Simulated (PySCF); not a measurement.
# Electron correlation in Xe+ (xenon, charge +1)

[Kr] 4d10 5s1 5p6, 2S determinant (an excited configuration). Computed with PySCF 2.14 in aug-cc-pVTZ-PP with ECP28MDF, with a scalar-relativistic core potential. Frozen: 4s2 4p6 4d10; 7 electrons correlated.

| level | correlation energy (mhartree) |
| --- | --- |
| CCSD | -263.30 |
| (T) | -35.04 |
| CCSD(T) | -298.34 |

Diagnostics: T1 = 0.015, D1 = 0.0291, largest double amplitude 0.246.

A double-excitation amplitude exceeds 0.15, a sign of near-degeneracy.

Cost of the coupled-cluster step: about 5 core-seconds, for 7 correlated electrons.

Iterations:

```
CC2 = 0
CCSD nocc = (np.int64(4), np.int64(3)), nmo = (46, 46)
frozen orbitals [[0, 1, 2, 3, 4, 5, 6, 7, 8], [0, 1, 2, 3, 4, 5, 6, 7, 8]]
max_cycle = 100
direct = 0
conv_tol = 1e-08
conv_tol_normt = 1e-06
diis_space = 8
diis_start_cycle = 0
Init t2, MP2 energy = -0.193133079686252
Init E_corr(UCCSD) = -0.193133079686577
cycle = 1  E_corr(UCCSD) = -0.223034479729884  dE = -0.0299014  norm(t1,t2) = 0.164123
cycle = 2  E_corr(UCCSD) = -0.239452400458621  dE = -0.0164179207  norm(t1,t2) = 0.11322
cycle = 3  E_corr(UCCSD) = -0.265947277380384  dE = -0.0264948769  norm(t1,t2) = 0.0760027
cycle = 4  E_corr(UCCSD) = -0.259096462271608  dE = 0.00685081511  norm(t1,t2) = 0.0137235
cycle = 5  E_corr(UCCSD) = -0.262327266177696  dE = -0.00323080391  norm(t1,t2) = 0.0143741
cycle = 6  E_corr(UCCSD) = -0.264210250050144  dE = -0.00188298387  norm(t1,t2) = 0.00450153
cycle = 7  E_corr(UCCSD) = -0.263619431937851  dE = 0.000590818112  norm(t1,t2) = 0.00332273
cycle = 8  E_corr(UCCSD) = -0.263264478459509  dE = 0.000354953478  norm(t1,t2) = 0.00111649
cycle = 9  E_corr(UCCSD) = -0.263313447789381  dE = -4.89693299e-05  norm(t1,t2) = 0.000121895
cycle = 10  E_corr(UCCSD) = -0.26330110940124  dE = 1.23383881e-05  norm(t1,t2) = 4.15057e-05
cycle = 11  E_corr(UCCSD) = -0.263301540021088  dE = -4.30619849e-07  norm(t1,t2) = 2.59835e-06
cycle = 12  E_corr(UCCSD) = -0.263301582953961  dE = -4.29328732e-08  norm(t1,t2) = 4.47113e-07
cycle = 13  E_corr(UCCSD) = -0.26330155403227  dE = 2.89216919e-08  norm(t1,t2) = 1.89133e-07
cycle = 14  E_corr(UCCSD) = -0.263301554725623  dE = -6.93353319e-10  norm(t1,t2) = 2.27969e-08
UCCSD converged
E(UCCSD) = -327.5932341925393  E_corr = -0.2633015547256229
UCCSD(T) correction = -0.0350429591991552
```
